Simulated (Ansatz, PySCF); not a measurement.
Complex: C2H6 (SMILES CC) (first 8 atoms) with CH3I (SMILES CI); geometry from B3LYP-D3(BJ)/def2-TZVP, rigid monomers moved along the line of their centres of mass till H7···H12 is 2.79 Å.
(charge 0, multiplicity 1):
```xyz
13

C     -0.534     0.505     0.235
C      0.648    -0.400    -0.099
H     -1.271     0.509    -0.570
H     -0.215     1.538     0.390
H     -1.039     0.172     1.144
H      0.322    -1.428    -0.268
H      1.375    -0.425     0.715
H      1.165    -0.063    -0.999
C      1.049     1.332     3.820
I      0.622    -0.685     4.446
H      1.603     1.809     4.621
H      1.635     1.272     2.911
H      0.099     1.824     3.645
```

Counterpoise-corrected where a basis set is named; no monomer relaxation.

Cores are frozen in the correlated methods. Filled d and f shells under p-block atoms count as core.

Run with Ansatz (Gaussian basis) for Hartree–Fock, density functionals and correlated methods; PySCF for the dispersion terms. Each number belongs to the level named beside it. In def2 rows elements past Kr take small-core potentials, without spin–orbit coupling.

Estimate the interaction energy that PBE-D4/def2-TZVPPD returns for this input.

-1.6 kcal/mol

Ansatz is a quantum-chemistry and plane-wave program.
